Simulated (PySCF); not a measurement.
Static response to an electric field

[InBr4]- (charge -1).
Cartesian coordinates in Å at the PBE0-D3(BJ)/def2-SVP level; atoms count from 1:
```
atom  x, y, z in Å
In1    0.0141   -0.0151    0.0226
Br2   -0.1539   -0.0815    2.5593
Br3    2.4430   -0.0225   -0.7076
Br4   -1.1045    2.0455   -0.9431
Br5   -1.1238   -2.0368   -0.9932
```

Level: B3LYP/def2-SVPD (PySCF), static field, nuclei fixed, core orbitals frozen in the response. The polarisability tensor in these axes (au):

```
x   144.60  -0.09   0.12
y    -0.09 144.01  -0.46
z     0.12  -0.46 146.78
```

Task: Diagonalise the tensor; give its mean and Δα, where Δα² is half the sum of the squared differences of the eigenvalues.

Result: Principal values 143.93, 144.59 and 146.86 au; mean 145.13 au = 21.51 Å³ = 23.93 × 10⁻⁴⁰ C²·m²/J; Δα = 2.66 au (2 % of the mean).

Task: Form Σ f/ω² (atomic units) for the 10 lowest TDDFT singlets, given as eV and f, and set it beside the mean polarisability, which is this sum over all singlets: 4.36, 0.0001; 4.39, 0.0007; 4.40, 0.0009; 4.72, 0.0970; 4.73, 0.0997; 4.73, 0.0015; 4.74, 0.0039; 4.75, 0.0997; 6.14, 0.1394; 6.15, 0.1454.

Result: They add up to 15.64 au, 10.8 % of the 145.13 au; the largest single term is 3.31 au, from the state at 4.73 eV. Terms in order: 0.00, 0.03, 0.03, 3.23, 3.31, 0.05, 0.13, 3.27, 2.74, 2.85 au. Higher excitations give the rest. The strengths listed sum to 0.588.

Geometry: PBE0-D3(BJ)/def2-SVP; no solvent, vibrations or thermal averaging. Atoms past krypton carry effective core potentials; spin–orbit coupling is left out. The geometry's basis has no diffuse functions. The calculation is non-relativistic apart from the core potentials, for bromine too.
